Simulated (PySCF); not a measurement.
# Shapes and spin states of [RuN2]-

Method: PySCF, PBE, basis Ru def2-SVPD with ECP28, N def2-SVPD (scalar-relativistic core potentials, no spin–orbit coupling, density fitting).

Relaxations began from a few typed shapes and spin states; open shells are unrestricted. The search is not exhaustive: other isomers or separated fragments can lie lower, and high-lying points may rest on an excited occupation.

(1) Which is the lowest minimum found?
A. doublet C2v: Ru–N 1.686 Å (×2); N–Ru–N 110.8°
B. quartet D∞h: Ru–N 1.736 Å (×2); N–Ru–N 180.0°
C. quartet C2v: N–N 1.194 Å, Ru–N 2.050 Å (×2); N–N–Ru 73.1° (×2), N–Ru–N 33.9°
D. doublet (⟨S²⟩ 1.06) C2v: N–N 1.206 Å, Ru–N 1.984 Å (×2); N–N–Ru 72.3° (×2), N–Ru–N 35.4°
E. quartet C2v: Ru–N 1.694 Å (×2); N–Ru–N 119.5°
F. doublet (⟨S²⟩ 1.40) D∞h: Ru–N 1.725 Å (×2); N–Ru–N 180.0°

Results:

(1) C. The others lie at 9.8 (doublet C2v), 20.7 (doublet C2v), 39.6 (quartet C2v), 160.2 (quartet D∞h, a saddle point), 163.4 (doublet D∞h, a saddle point) kJ/mol above it.

For the lowest minimum: the highest occupied level lies above zero, a sign of self-interaction error or too small a basis; response properties are unreliable. With open d or f shells other occupations or spin states may lie lower. The lowest empty level of this anion is unbound, so it and the gap depend on the basis.

The electron or spin density has lower symmetry than the nuclear frame for the quartet D∞h at 160.2 kJ/mol, doublet (⟨S²⟩ 1.40) D∞h at 163.4 kJ/mol.
